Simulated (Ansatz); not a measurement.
Consider the ligand exchange at a B–O bond: `CB(S)O[SiH3]` + H₂S → `CB(S)S` + silanol.

Program: Ansatz. Geometries: PBE0-D4/def2-TZVP. ΔE: electronic, gas phase. CCSD(T)/CBS is the MP2 limit (def2-TZVPP, def2-QZVPP) plus CCSD(T) − MP2 in def2-TZVPP, frozen cores. This one scheme is used for every species. DFT in def2-TZVPP. B3LYP here is the variant with VWN-RPA as its local correlation; programs differ in this. One conformer a species, not always the lowest.

```csv
level,ΔE (kcal/mol),difference from CCSD(T)/CBS
PBE-D4,9.3,-2.1
PBE0-D4,10.1,-1.3
PBE,8.9,-2.5
r2SCAN,10.5,-0.9
B3LYP,12.3,0.9
SCS-MP2/def2-TZVPP,11.4,0.0
CCSD(T)/def2-TZVPP,11.8,0.4
MP2/def2-QZVPP,10.2,-1.2
MP2/CBS(def2),9.8,-1.6
CCSD/CBS(def2),12.1,0.7
CCSD(T)/CBS,11.4,0
```

Largest T1 diagnostic among the species: 0.013.

From PBE to PBE0 (25 % exact exchange), in def2-TZVPP and without D4, ΔE moves by +0.8 kcal/mol. In def2-TZVPP, CCSD(T) changes the Hartree–Fock value by −3.5 kcal/mol (the triples alone add −0.7 kcal/mol) and MP2 by −5.0 kcal/mol.
